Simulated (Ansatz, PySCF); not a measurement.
Breaking a bond: SMILES F[SiH2]F, singlet. The Si1–F5 bond (Si1 also carries F, H, H; F5 carries nothing else) is pulled apart rigidly from the PBE0/def2-TZVP optimised geometry.

Levels of theory: UHF/cc-pVDZ (PySCF); RHF/cc-pVDZ (PySCF); UKS-BHandHLYP = unrestricted BHandHLYP/cc-pVDZ run with PySCF; RKS-BHandHLYP = PySCF 2.14.0 with restricted BHandHLYP/cc-pVDZ; UKS-PBE0 = unrestricted PBE0/cc-pVDZ (PySCF); RKS-PBE0 = restricted PBE0/cc-pVDZ (PySCF 2.14.0); UKS-CAM-B3LYP = unrestricted CAM-B3LYP/cc-pVDZ (PySCF); RKS-CAM-B3LYP = restricted CAM-B3LYP/cc-pVDZ in PySCF; UKS-PBE = unrestricted PBE/cc-pVDZ (Ansatz, a program for electronic structure); RKS-PBE = restricted PBE/cc-pVDZ (Ansatz); UKS-B3LYP/6-31G* = PySCF 2.14.0 with unrestricted B3LYP/6-31G*, spherical d; RKS-B3LYP/6-31G* = PySCF with restricted B3LYP/6-31G*, spherical d.

Scanned distances (Å): 1.20, 1.27, 1.36, 1.42, 1.48, 1.54, 1.59, 1.64, 1.69, 1.74, 1.83, 1.97, 2.15, 2.38, 2.65, 2.86, 3.17, 3.52, 3.91, 4.29, 4.75, 5.60.

Problem. Where does the unrestricted solution first break spin symmetry (<S²> of 0.01 or more)?

Solution. UHF: between 2.15 and 2.38 Å; UKS-BHandHLYP: between 2.38 and 2.65 Å; UKS-PBE0: between 2.38 and 2.65 Å; UKS-CAM-B3LYP: between 2.38 and 2.65 Å; UKS-PBE: between 2.86 and 3.17 Å; UKS-B3LYP/6-31G*: between 2.65 and 2.86 Å.

```tsv
R / Å	<S²> UHF	E(RHF) − E(UHF) / kcal/mol	<S²> UKS-BHandHLYP	E(RKS-BHandHLYP) − E(UKS-BHandHLYP) / kcal/mol	<S²> UKS-PBE0	E(RKS-PBE0) − E(UKS-PBE0) / kcal/mol	<S²> UKS-CAM-B3LYP	E(RKS-CAM-B3LYP) − E(UKS-CAM-B3LYP) / kcal/mol	<S²> UKS-PBE	E(RKS-PBE) − E(UKS-PBE) / kcal/mol	<S²> UKS-B3LYP/6-31G*	E(RKS-B3LYP/6-31G*) − E(UKS-B3LYP/6-31G*) / kcal/mol
1.20	0.00	0.0	0.00	0.0	0.00	0.0	0.00	0.0	0.00	0.0	0.00	0.0
1.27	0.00	0.0	0.00	0.0	0.00	0.0	0.00	0.0	0.00	0.0	0.00	0.0
1.36	0.00	0.0	0.00	0.0	0.00	0.0	0.00	0.0	0.00	0.0	0.00	0.0
1.42	0.00	0.0	0.00	0.0	0.00	0.0	0.00	0.0	0.00	0.0	0.00	0.0
1.48	0.00	0.0	0.00	0.0	0.00	0.0	0.00	0.0	0.00	0.0	0.00	0.0
1.54	0.00	0.0	0.00	0.0	0.00	0.0	0.00	0.0	0.00	0.0	0.00	0.0
1.59	0.00	0.0	0.00	0.0	0.00	0.0	0.00	0.0	0.00	0.0	0.00	0.0
1.64	0.00	0.0	0.00	0.0	0.00	0.0	0.00	0.0	0.00	0.0	0.00	0.0
1.69	0.00	0.0	0.00	0.0	0.00	0.0	0.00	0.0	0.00	0.0	0.00	0.0
1.74	0.00	0.0	0.00	0.0	0.00	0.0	0.00	0.0	0.00	0.0	0.00	0.0
1.83	0.00	0.0	0.00	0.0	0.00	0.0	0.00	0.0	0.00	0.0	0.00	0.0
1.97	0.00	0.0	0.00	0.0	0.00	0.0	0.00	0.0	0.00	0.0	0.00	0.0
2.15	0.00	0.0	0.00	0.0	0.00	0.0	0.00	0.0	0.00	0.0	0.00	0.0
2.38	0.14	0.2	0.00	0.0	0.00	0.0	0.00	0.0	0.00	0.0	0.00	0.0
2.65	0.72	14.2	0.26	1.5	0.07	0.1	0.03	0.0	0.00	0.0	0.00	0.0
2.86	0.87	29.6	0.52	7.1	0.35	2.8	0.34	2.5	0.00	0.0	0.27	1.4
3.17	0.95	51.7	0.74	18.0	0.59	9.6	0.60	9.9	0.35	1.8	0.52	6.8
3.52	0.99	72.9	0.88	30.5	0.73	17.6	0.76	19.4	0.55	5.8	0.68	13.5
3.91	1.00	91.5	0.96	42.4	0.83	25.1	0.87	29.1	0.67	9.8	0.77	19.9
4.29	1.00	104.9	0.99	51.4	0.88	30.6	0.94	36.9	0.72	12.7	0.82	24.6
4.75	1.00	116.4	1.00	59.1	0.92	35.3	0.98	44.1	0.76	15.0	0.86	28.6
5.60	1.00	129.2	1.00	67.3	0.96	40.3	1.00	52.5	0.79	17.2	0.89	32.8
```
